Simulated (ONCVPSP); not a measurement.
**iron: variants of one ONCV potential**

Base potential:

```
Element                 : Fe (Z = 26)
Generator               : ONCVPSP 4.0.1
Type                    : optimised norm-conserving Vanderbilt (ONCV)
Functional              : PBE
Relativity              : scalar-relativistic
Frozen core             : [Ne]
Valence charge          : 16
Reference configuration : 3s2 3p6 3d6 4s2
Partial waves           : 3s+4s: rc 1.55 bohr, ncon 4, nbas 7, qcut 8.1 1/bohr, 2 projectors; 3p: rc 1.20 bohr, ncon 3, nbas 6, qcut 10.2 1/bohr, 2 projectors, debl 2.5 Ha; 3d: rc 1.15 bohr, ncon 4, nbas 9, qcut 13.3 1/bohr, local
Local potential         : the d channel
Core correction         : Teter function, fcfact 4, rcfact 1.75
```

Cutoffs, loose and tight: the cutoffs (Ha) at which the residual kinetic energy of the hardest occupied pseudo-wave falls to 1 and 0.1 mHa per electron. They do not see the model core or the augmentation charge, which bear on the density cutoff. Test errors are all-electron minus pseudo excitation energies from the reference, over the configurations 3s2 3p6 3d6 4s1; 3s2 3p6 3d6 4s0; 3s2 3p6 3d5 4s0; 3s2 3p6 3d6 4s1 4p1. A dash means not determined; rows that change the core or the reference have their own tests.

```tsv
change	outcome	cutoff, loose	cutoff, tight	bound ghosts	GHOST(+) flags above zero	largest test error (meV)
base	generated	69 Ha	78 Ha	none	s	-22
s: qcut 4.7	generated	69 Ha	78 Ha	none	s	-23
s: qcut 5.7	generated	69 Ha	78 Ha	none	s	-23
s: qcut 6.7	generated	69 Ha	78 Ha	none	s	-22
s: qcut 7.9	generated	69 Ha	78 Ha	none	none	-22
s: qcut 8.9	generated	69 Ha	78 Ha	none	s	-21
s: qcut 9.8	generated	69 Ha	78 Ha	none	s	-21
s: qcut 11	generated	69 Ha	78 Ha	none	s	-21
s: qcut 11.8	generated	69 Ha	78 Ha	none	s	-20
```

Reading the sweep of the qcut of the s channel (base included, trends over the rows without a ghost): The loose cutoff stays near 69 Ha. The median size of the test errors (rows with all tests solved) stays near 0.8 meV.
